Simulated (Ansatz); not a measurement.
One change: `[NH2][AlH][GaH2]` becomes `[NH2][AlH][OH]`.

Ansatz, PBE0-D4/def2-TZVP geometries, multiplicity 1. Each molecule was computed in one conformer, which needn't be the lowest.

Scalar relativity is left out up to krypton.

```
                                        property  `[NH2][AlH][GaH2]`
  zero-point energy (PBE0-D4/def2-TZVP) / kJ/mol               119.9
             LUMO energy (B3LYP/def2-TZVPP) / eV               -2.30
               LUMO energy (PBE/def2-TZVPP) / eV               -2.85
            HOMO–LUMO gap (PBE0/def2-TZVPP) / eV                4.82
size of the dipole moment (B3LYP/def2-TZVPP) / D                1.58
  size of the dipole moment (PBE/def2-TZVPP) / D                1.63
```

(1) Give the same properties after the change, and the shifts. (Estimate.)

## Answers

(1) Computed: 
```csv
property,`[NH2][AlH][OH]`,shift
zero-point energy (PBE0-D4/def2-TZVP) / kJ/mol,120.8,0.9
LUMO energy (B3LYP/def2-TZVPP) / eV,-0.05,2.25
LUMO energy (PBE/def2-TZVPP) / eV,-0.58,2.27
HOMO–LUMO gap (PBE0/def2-TZVPP) / eV,7.55,2.73
size of the dipole moment (B3LYP/def2-TZVPP) / D,0.42,-1.16
size of the dipole moment (PBE/def2-TZVPP) / D,0.36,-1.27
```

With PBE0 the HOMO falls by 0.48 eV and the LUMO rises by 2.24 eV, so the gap widens by about 2.72 eV. PBE moves the HOMO by -0.11 eV and ωB97M-V by -0.90 eV. The zero-point energy changes by 0.9 kJ/mol with -3 modes. Dipoles are sizes alone; their direction can turn.

B3LYP here is the variant with VWN-RPA as its local correlation; programs differ in this.
